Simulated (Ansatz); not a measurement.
The cluster Ge₃F₅⁺. Total charge 1; triplet. Geometry r2SCAN-D4/def2-SVP, that of the neutral doublet; atoms count from 1.

```tsv
atom	x (Å)	y (Å)	z (Å)
Ge1	1.284	0.606	1.189
Ge2	0.387	-0.194	-1.983
Ge3	-1.009	-0.398	0.256
F4	0.607	2.210	1.412
F5	1.464	0.924	-0.771
F6	1.243	-1.610	-1.352
F7	-1.495	-2.015	0.680
F8	-2.482	0.477	0.569
```

At PBE0-D4/def2-TZVP a singlet of charge 1 lies 1.85 eV below the triplet at the same geometry. The structure comes from a short search, and lower isomers may exist.

Q: Estimate the Mulliken populations from the PBE0/def2-TZVP orbitals of Ansatz.

A: 
```
atom  charge (e)  spin (α − β)
 Ge1        0.86          0.55
 Ge2        0.83          0.52
 Ge3        0.77          0.60
  F4       -0.28          0.08
  F5       -0.37          0.00
  F6       -0.31          0.06
  F7       -0.26          0.08
  F8       -0.25          0.09
```
Mulliken values depend strongly on the basis.

Q: Where does the spin sit?

A: Summed by element: Ge 1.67, F 0.33, of 2 unpaired in all. Largest on single atoms: Ge3 0.60, Ge1 0.55, Ge2 0.52.

Q: And the Mayer bond orders between heavy atoms (over 0.3)?

A: Ge1–Ge3 0.61 (2.67 Å); Ge1–F4 1.02 (1.75 Å); Ge1–F5 0.43 (1.99 Å); Ge2–Ge3 0.60 (2.65 Å); Ge2–F5 0.47 (1.97 Å); Ge2–F6 0.95 (1.77 Å); Ge3–F7 1.05 (1.74 Å); Ge3–F8 1.05 (1.74 Å).
